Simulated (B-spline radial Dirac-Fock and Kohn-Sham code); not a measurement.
## C⁺ 1s: cross section and angular parameters

System: C⁺, [He] 2s2 2p1; threshold 305.9 eV (orbital energy of the model). Calculated with a B-spline atomic structure program, using Dirac-Hartree-Slater photoionisation with a Latter tail; cross sections with all multipoles, angular parameters from the dipole term and its interference with E2.

For linearly polarised light dσ/dΩ = σ/(4π) [1 + β P₂(cos θ) + (δ + γ cos²θ) sin θ cos φ], with θ from the polarisation vector and φ the angle between the beam and the projection of the electron momentum on the plane normal to the polarisation.

```
hν (eV)  σ (kb)      β      γ
    332     699  2.000  0.027
    366     572  2.000  0.088
    400     469  2.000  0.130
    416     427  2.000  0.147
    469     316  2.000  0.200
    509     257  2.000  0.237
    919    53.2  2.000  0.501
   1040    37.7  2.000  0.559
   1390    16.6  2.000  0.705
   2350    3.55  2.000  1.009
   2590       ?      ?      ?
   3500    1.06  2.000  1.284
   3690   0.906  2.000  1.324
   4000   0.707  2.000  1.388
 5414.7   0.276  2.000  1.649
   6000   0.200  2.000  1.746
   6430   0.161  2.000  1.814
   7880  0.0844  2.000  2.026
 8047.8  0.0790  2.000  2.049
  13700  0.0142  2.000  2.717
  15000  0.0106  2.000  2.848
```

Q: Give the values at 2590 eV.

A: σ = 2.65 kb, β = 2.000, γ = 1.072. For an s subshell δ is negligible.
